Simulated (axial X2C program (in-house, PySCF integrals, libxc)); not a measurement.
## Spin–orbit effects down a group: molecules with K (ions), HF

All values come from calculations with an in-house relativistic program for diatomic molecules, spin-free (one-electron X2C) or two-component (2c: spin–orbit coupling with atomic mean-field Coulomb and Gaunt terms, which also bring small scalar terms), in Dyall basis sets with cores contracted in-house; open shells are unrestricted.

Basis sets: K dyall-cv3z, O dyall-av3z, S dyall-av3z, Se dyall-cv3z, Te dyall-cv3z.

| molecule | spin-free state | Re (Å) | ωe (cm⁻¹) | De (eV) | 2c state | Re 2c (Å) | ωe 2c (cm⁻¹) | De 2c (eV) |
| --- | --- | --- | --- | --- | --- | --- | --- | --- |
| KO⁺ | M_S = 1, Λ = 0 | 3.043 | 111.9 | 0.15 | Ω = 1 | 3.043 | 111.9 | 0.15 |
| KS⁺ | M_S = 1, Λ = 0 | 3.441 | 103.8 | 0.28 | Ω = 1 | 3.442 | 103.6 | 0.28 |
| KSe⁺ | M_S = 1, Λ = 0 | 3.546 | 87.1 | 0.31 | Ω = 1 | 3.554 | 85.0 | n/a |
| KTe⁺ | M_S = 1, Λ = 0 | 3.741 | 82.1 | 0.37 | Ω = 1 | 3.770 | 75.4 | n/a |

Fragments in 2c: K+ + O, K+ + S, Se + K+, Te + K+. Each entry is the lowest single determinant of a limited PBE0 search at one distance. De goes to single-determinant-based atoms at the same level (for ions the charge split of lowest energy) and is withheld (n/a) where an atom does not fit its ground term or J level. Main or longest-lived isotopes. One determinant is a doubtful description, or other states lie close, for KO⁺, KS⁺, KSe⁺, KTe⁺; these need not be ground states, and all values refer to the states named. Some open-shell Ω = 0 determinants are out of reach, so the Ω given for KO⁺, KS⁺, KSe⁺, KTe⁺ need not be the lowest component. With several unpaired electrons the Ω given is that of one determinant, not necessarily of the lowest component. Some light 2c atoms are not at their ground J level, so De misses part of their lowering (0.04 eV or less).
